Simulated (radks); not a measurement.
Results of a calculation; reference values are marked as such.
Q: Valence configurations of the tin ion Sn+ (all share [Kr]). Level of theory: scalar-relativistic Kohn-Sham, r2SCAN, spin-polarised, spherical densities, finite nucleus; open shells are filled with parallel spins first (spin-orbit coupling, left out, can overturn this in heavy ions); meta-GGA in the generalised Kohn-Sham scheme; Fermi nuclear charge, rms radius 4.6519 fm (a radial shooting solver on a logarithmic mesh with Libxc functionals). Order these by energy: 4d8 5s2 5p3; 4d9 5s2 5p2; 4d9.5 5s2 5p1.5; 4d10 5s1 5p2; 4d10 5s0.5 5p2.5; 4d9.5 5s1 5p2.5; 4d10 5s2 5p1; 4d9 5s1 5p3; 4d10 5p3; 4d9 5s1.5 5p2.5.

A: From the lowest, in eV above it: 4d10 5s2 5p1 0.000; 4d10 5s1 5p2 5.461; 4d10 5s0.5 5p2.5 9.525; 4d9.5 5s2 5p1.5 12.298; 4d10 5p3 13.573; 4d9.5 5s1 5p2.5 17.549; 4d9 5s2 5p2 25.428; 4d9 5s1.5 5p2.5 28.282; 4d9 5s1 5p3 30.473; 4d8 5s2 5p3 54.162. NIST lists [Kr] 4d10 5s2 5p1 as the ground configuration; this level of theory agrees among the configurations tried. The energies are those of spherical high-spin densities, not of single terms.
